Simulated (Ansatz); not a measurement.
Isomers of C3H10Si. All species are isolated molecules in the gas phase. One relaxed conformer stands for each flexible species; it need not be the lowest. Strings in code marks are SMILES.

Quantity: electronic energy of isomers of C3H10Si relative to `C[SiH](C)C`, in eV.

A: `CC(C)[SiH3]`
B: `CC[SiH2]C` (C–C–Si–C torsion 180°)
C: `CCC[SiH3]` (C–C–C–Si torsion 180°)

Put the candidates in order of electronic energy of isomers of C3H10Si relative to `C[SiH](C)C`, lowest first, for PBE/cc-pVTZ // B3LYP-D3(BJ)/def2-TZVP (Ansatz, a quantum-chemistry and plane-wave program).

B (0.55 eV), C (0.97 eV), A (1.03 eV)
